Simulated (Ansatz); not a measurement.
Relaxation of BrH$_{7}$N$_{2}$Si (11 atoms, charge 0, multiplicity 1), to a largest force component of 0.03 eV/Å in at most 50 steps.

The calculation used Ansatz, UKS PBE-D4/def2-SVP.

```xyz
11
Properties=species:S:1:pos:R:3
Si -0.203 -0.662 -0.974
N 0.666 0.193 1.911
H -0.622 -1.171 -2.318
H -0.582 -1.639 0.084
N -1.006 0.856 -0.775
H 1.321 -0.500 1.544
Br 2.088 -0.696 -1.150
H 0.694 0.981 1.260
H -0.271 -0.222 1.868
H -1.075 1.501 -1.565
H -1.011 1.358 0.115
```

**Question.** Where does it end, and by what steps?

**Answer.** It converged. After 12 steps the energy has fallen by 0.128 eV; H8 moved furthest, 0.91 Å.

| step | energy less start (eV) | largest force component (eV/Å) | accepted |
| --- | --- | --- | --- |
| 0 | 0.0000 | 0.440 | yes |
| 1 | -0.0781 | 0.184 | yes |
| 2 | -0.0884 | 0.320 | yes |
| 3 | -0.0936 | 0.268 | yes |
| 4 | -0.1024 | 0.198 | yes |
| 5 | -0.1079 | 0.138 | yes |
| 6 | -0.1122 | 0.327 | yes |
| 7 | -0.1173 | 0.232 | yes |
| 8 | -0.1231 | 0.135 | yes |
| 9 | -0.1248 | 0.147 | yes |
| 10 | -0.1264 | 0.090 | yes |
| 11 | -0.1273 | 0.119 | yes |
| 12 | -0.1280 | 0.019 | yes |

```xyz
11
Properties=species:S:1:pos:R:3
Si -0.333 -0.870 -1.336
N 0.750 0.457 2.166
H -0.793 -1.057 -2.748
H -0.796 -1.960 -0.420
N -0.934 0.642 -0.747
H 1.264 0.130 1.338
Br 1.939 -1.046 -1.363
H 0.513 1.445 2.018
H -0.129 -0.072 2.217
H -0.826 1.468 -1.343
H -0.655 0.863 0.218
```

Whether the end is a true minimum wasn't checked by a vibrational analysis.

Time of the run: 43 s on 4 threads of Arm Neoverse N1, with other jobs on the host, peak memory 0.2 GiB.
